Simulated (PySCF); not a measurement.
## The 17-electron isoelectronic series, spin-free X2C

All values are computed (PySCF 2.14, energy differences of UHF-based or UKS calculations, no spin-orbit coupling). Each ion has its own even-tempered basis scaled to its charge (17s12p4d4f for the first); frozen: 1s2. Ionisation energies in eV.

| ion | configuration | UHF | LDA | PBE | PBE0 | r2SCAN | MP2 (outer shells) | CCSD (outer shells) | NIST (with spin-orbit, Breit and QED) |
| --- | --- | --- | --- | --- | --- | --- | --- | --- | --- |
| Tm⁵²⁺ | [Ne] 3s2 3p5 (2P) | 5000.9 | 5002.8 | 5003.7 | 5003.5 | 5004.0 | 5002.0 | 5002.0 | 4922 ± 4 (t) |
| Yb⁵³⁺ | [Ne] 3s2 3p5 (2P) | 5184.7 | 5186.6 | 5187.5 | 5187.3 | 5187.8 | 5185.9 | 5185.8 | 5101 ± 5 (t) |
| Lu⁵⁴⁺ | [Ne] 3s2 3p5 (2P) | 5372.1 | 5374.0 | 5374.9 | 5374.7 | 5375.2 | 5373.2 | n/a | 5282 ± 5 (t) |
| Ta⁵⁶⁺ | [Ne] 3s2 3p5 (2P) | 5757.7 | 5759.5 | 5760.5 | 5760.3 | 5760.9 | 5758.9 | 5758.8 | 5655 ± 5 (t) |
| W⁵⁷⁺ | [Ne] 3s2 3p5 (2P) | 5955.9 | 5957.7 | 5958.8 | 5958.6 | 5959.1 | 5957.1 | 5957.1 | 5840 ± 5 (s) |
| Re⁵⁸⁺ | [Ne] 3s2 3p5 (2P) | 6157.8 | 6159.6 | 6160.7 | 6160.5 | 6161.1 | 6159.0 | 6159.0 | 6042 ± 6 (t) |
| Os⁵⁹⁺ | [Ne] 3s2 3p5 (2P) | 6363.5 | 6365.2 | 6366.3 | 6366.1 | 6366.7 | 6364.7 | 6364.6 | 6240 ± 7 (t) |
| Ir⁶⁰⁺ | [Ne] 3s2 3p5 (2P) | 6572.8 | 6574.5 | 6575.6 | 6575.4 | 6576.1 | 6574.0 | 6574.0 | 6441 ± 10 (t) |
| Pt⁶¹⁺ | [Ne] 3s2 3p5 (2P) | 6785.8 | 6787.5 | 6788.7 | 6788.5 | 6789.2 | 6787.1 | 6787.0 | 6646 ± 12 (t) |

(1) Interpolate the row of Hf⁵⁵⁺.

Each ion has its own basis, which adds noise of up to about 0.1 % along the series.

NIST values marked (s) are semi-empirical, (t) theoretical. Open shells are high-spin determinants of the terms that Hund's rules give.

Spin-orbit coupling of the open shells is absent from the calculated values and included in NIST's; it grows fast with Z.

## Answers

(1) configuration [Ne] 3s2 3p5 (2P); UHF 5563.1; LDA 5564.9; PBE 5565.9; PBE0 5565.7; r2SCAN 5566.2; MP2 (outer shells) 5564.2; CCSD (outer shells) 5564.2; NIST (with spin-orbit, Breit and QED) 5468 ± 5 (t).
